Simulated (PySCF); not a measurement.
C4H5F, SMILES C(=C\F)/C=C. Atoms are numbered in the order given.

```xyz
10

C      0.2295     2.4635     0.0000
C     -0.3964     1.2717     0.0000
C      0.2789    -0.0096     0.0000
C     -0.3845    -1.1763     0.0000
F      0.2489    -2.3506     0.0000
H      1.3225     2.5309     0.0000
H     -0.3320     3.4010     0.0000
H     -1.4945     1.2462     0.0000
H      1.3749    -0.0355     0.0000
H     -1.4755    -1.2833     0.0000
```

Geometry: r2SCAN-D4/def2-SVP. The values are those of a single conformer.

Two levels are set side by side: PBE/pcSseg-1 (PySCF) and B3LYP/pcSseg-1 (PySCF). GIAO shifts against CFCl3 (¹⁹F), TMS (¹H), TMS (¹³C) at the same level; non-relativistic, no solvent, atoms listed together averaged. Differences are taken from unrounded values.

```
quantity             B3LYP
------------------  ------
δ(¹³C) of C1 (ppm)   126.3
δ(¹³C) of C2 (ppm)   141.3
δ(¹³C) of C3 (ppm)   124.9
δ(¹³C) of C4 (ppm)   167.2
δ(¹⁹F) of F5 (ppm)  -123.6
δ(¹H) of H8 (ppm)     6.46
δ(¹H) of H9 (ppm)     6.44
δ(¹H) of H10 (ppm)    7.29
```

**Question.** What does PBE give, and how far is it from B3LYP? (The exact figures need the calculation; the answer reports its results.)

**Answer.** 
```tsv
quantity	PBE	PBE minus B3LYP
δ(¹³C) of C1 (ppm)	124.0	-2.3
δ(¹³C) of C2 (ppm)	138.7	-2.6
δ(¹³C) of C3 (ppm)	122.6	-2.3
δ(¹³C) of C4 (ppm)	165.6	-1.6
δ(¹⁹F) of F5 (ppm)	-125.5	-1.8
δ(¹H) of H8 (ppm)	6.50	0.04
δ(¹H) of H9 (ppm)	6.39	-0.05
δ(¹H) of H10 (ppm)	7.34	0.05
```

Here PBE gives about what the other level gives.

Rough cost on one machine, each run with all the roots and properties that it gave: B3LYP against PBE within a factor of 2.
